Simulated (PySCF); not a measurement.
Isomers of CH3BSi. Isolated molecules, 0 K electronic values unless said otherwise. Strings in code marks are SMILES.

Level of theory: PySCF with PBE-D3(BJ)/def2-TZVP // B3LYP-D3(BJ)/def2-TZVP. Excitations are Tamm–Dancoff values on a coarser integration grid. The basis has no diffuse functions, so Rydberg states are missing or too high.

```
species        T1 excitation (TDA) (eV)  S1–T1 gap (TDA) (eV)
-------------  ------------------------  --------------------
`B1[SiH2]C=1`                      2.40                  0.37
`B1C=[SiH]1`                       3.17                  0.60
`B=C=[SiH2]`                       1.95                  0.26
```
